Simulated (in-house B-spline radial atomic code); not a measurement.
Configurations of neutral potassium, with energies counted from [Ar] 4s1. All numbers are computed (scalar-relativistic (X2C) PBEsol, spin-polarised, spherical fractional occupations; Fermi nucleus of rms radius 3.4349 fm) with an all-electron radial atomic-structure program (B-spline basis), not measured. Shells without spins written out take the highest spin.

Occupations are held fixed; configurations that lie above the ionisation limit could autoionise.

| configuration | E - E(ref) (eV) | highest orbital | its <r> (bohr) |
| --- | --- | --- | --- |
| [Ar] 5p1 | 2.9123 | 5p up | 14.1 |
| [Ne] 3s1 3p6 4s1 5s1 | 39.146 | 5s up | 9.733 |
| [Ne] 3s1 3p6 4s1 4d1 | 39.739 | 4d up | 9.823 |
| [Ne] 3s1 3p6 4s1 4f1 | 40.442 | 4f up | 16.49 |
| [He] 2s2 2p(2 up, 3 down) 3s2 3p6 3d(0 up, 1 down) 4s(0 up, 1 down) | 295.07 | 3d down | 2.809 |
| [He] 2s2 2p5 3s2 3p6 4s1 4f1 | 299.12 | 4f up | 16.53 |
| [He] 2s2 2p(2 up, 3 down) 3s2 3p6 4s(0 up, 1 down) 5f(1 up, 0 down) | 299.42 | 5f up | 28.7 |

**Question.** Order these further configurations by energy, lowest first.
A. [Ar] 5d1
B. [Ne] 3s1 3p6 4s1 5p1
C. [Ar] 5s1
D. [Ar] 4p1
E. [Ne] 3s2 3p5 4s1 5f1

**Answer.** D (1.5662 eV), C (2.4148 eV), A (3.5243 eV), E (23.775 eV), B (39.674 eV).

**Question.** How far above the reference does [Ne] 3s(0 up, 1 down) 3p6 3d(0 up, 1 down) 4s(1 up, 0 down) lie?

**Answer.** 37.152 eV; its least bound orbital is 3d down with <r> = 2.931 bohr.

**Question.** How far above the reference does [Ne] 3s2 3p(2 up, 3 down) 4s(0 up, 1 down) 4d(0 up, 1 down) lie?

**Answer.** 22.799 eV; its least bound orbital is 4d down with <r> = 9.945 bohr.
